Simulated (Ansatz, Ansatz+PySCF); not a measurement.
```yaml
atoms:
  - { symbol: C, position_ang: [0.0000, 0.0000, -1.2561] }
  - { symbol: C, position_ang: [0.0000, 0.0000, 1.2561] }
```

Basis set: cc-pVDZ (spherical functions). Charge 0, multiplicity 1.

Computed with Ansatz (development build ahead of 0.2.0); each method stands on the lowest determinant of its kind that the runs found. Restricted functionals stand beside restricted open-shell atoms, which can lie above the unrestricted atoms usual in DFT and then raise those values.

Question: Give the atomization energy at this shape (free ground-state atoms in the same class of orbitals less the molecule, no zero-point energy) of singlet C2 by ωB97X (unrestricted), r²SCAN (unrestricted), PBE0 (unrestricted), PBE (unrestricted), r²SCAN (restricted), ωB97X (restricted), PBE (restricted), PBE0 (restricted), UHF.

Answer:

| method | atomization energy |
| --- | --- |
| ωB97X (unrestricted) | 39.0 kJ/mol |
| r²SCAN (unrestricted) | 63.1 kJ/mol |
| PBE0 (unrestricted) | 49.9 kJ/mol |
| PBE (unrestricted) | 96.1 kJ/mol |
| r²SCAN (restricted) | -93.0 kJ/mol |
| ωB97X (restricted) | -200.4 kJ/mol |
| PBE (restricted) | 7.7 kJ/mol |
| PBE0 (restricted) | -129.8 kJ/mol |
| UHF | -1.5 kJ/mol |

Caution: the shape is not the minimum. Caution for ωB97X (unrestricted), PBE0 (unrestricted), UHF: the determinant breaks the point group; the unrestricted determinant is a mixture of spin states. Caution for r²SCAN (unrestricted), PBE (unrestricted): the unrestricted determinant is spin contaminated. Caution for r²SCAN (restricted), ωB97X (restricted), PBE (restricted), PBE0 (restricted): an unrestricted determinant lies well below. Caution for ωB97X (restricted), PBE0 (restricted): the molecule lies well above its atoms at this level.
